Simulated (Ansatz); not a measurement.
CH₇Al₂FSi from Hartree–Fock to CCSD(T)

```xyz
12

F    -1.134    1.115   -1.046
Si   -0.201    1.623    0.350
C     0.886    0.201    0.284
Al    0.079   -0.346   -1.421
Al    0.045   -1.490    0.961
H    -1.284    1.757    1.351
H     0.312    2.965   -0.019
H     1.949    0.348    0.455
H     0.401   -0.390   -2.958
H    -0.749   -1.658   -0.777
H     0.983   -2.772    0.998
H    -1.286   -1.353    1.822
```

Charge 0, multiplicity 1. The bonds changed during the relaxation, so this is another structure than the one it started from. The structure was optimised at the PBE0-D4/def2-TZVP level. It is one conformer, not always the lowest. Frozen core, restricted reference, Ansatz. CBS rows extrapolate triple and quadruple zeta; past MP2 they add the triple-zeta difference.

```json
{"basis": "def2-SVP", "HF (Eh)": "-913.85820", "MP2 corr.": "-0.56587"}
{"basis": "def2-TZVPP", "HF (Eh)": "-914.30224", "MP2 corr.": "-0.72115"}
{"basis": "def2-QZVPP", "HF (Eh)": "-914.33305", "MP2 corr.": "-0.77813"}
```

(1) Estimate the CCSD correlation energy and the (T) correction in each basis where they were run (hartree).

Answers

(1) 
```csv
basis,CCSD corr.,(T)
def2-SVP,-0.62261,-0.01577
def2-TZVPP,-0.77302,-0.02714
CBS(def2),-0.87221,as TZ
```
